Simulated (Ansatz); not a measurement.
The same ligand exchange along the group B, Al, Ga.

Computed with Ansatz on PBE0-D4/def2-TZVP structures; ΔE is electronic, products minus reactants. CCSD(T)/CBS is the MP2 limit (def2-TZVPP, def2-QZVPP) plus CCSD(T) − MP2 in def2-TZVPP, frozen cores. This one scheme is used for every species. Functionals use def2-TZVPP. B3LYP here is the variant with VWN-RPA as its local correlation; programs differ in this. For Ga outer-core shells are correlated without core-valence functions, which leaves a few kJ/mol of doubt a bond. Scalar relativity is left out up to krypton. Each species was taken in one conformer, which may not be the lowest.

```tsv
reaction	B3LYP-D4 (eV)	CCSD(T)/CBS(def2) (eV)
`NB(F)Cl` + H₂S → `FB(S)Cl` + NH₃	0.59	0.56
`[NH2][Al]([F])[Cl]` + H₂S → `[F][Al]([SH])[Cl]` + NH₃	-0.15	-0.19
`[NH2][Ga]([F])[Cl]` + H₂S → `[F][Ga]([SH])[Cl]` + NH₃	-0.52	-0.48
```

Largest T1 diagnostic: 0.013, for `[F][Ga]([SH])[Cl]`.
